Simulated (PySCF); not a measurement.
Method: B3LYP-D3(BJ)/def2-TZVP // PBE0-D4/def2-TZVP (PySCF). Isolated molecules, 0 K electronic values unless said otherwise. B3LYP has the VWN-RPA correlation part, as in Gaussian. 

Reference species (SMILES): `[C-]#[NH+]` (neutral, multiplicity 1).

```yaml
HOMO: -8.92 eV
HOMO–LUMO gap: 9.07 eV
dipole_moment: 3.10 D
```

After one change: the HOMO goes up by 0.65 eV; the HOMO–LUMO gap falls by 3.05 eV; the dipole moment goes up by 0.28 D.

Task: Which change was made? The new species is one of these.
A) `[O+]#[Ge-]`
B) `[Si-]#[S+]`
C) `B=N`
D) `N#N`

Result: A, `[O+]#[Ge-]`
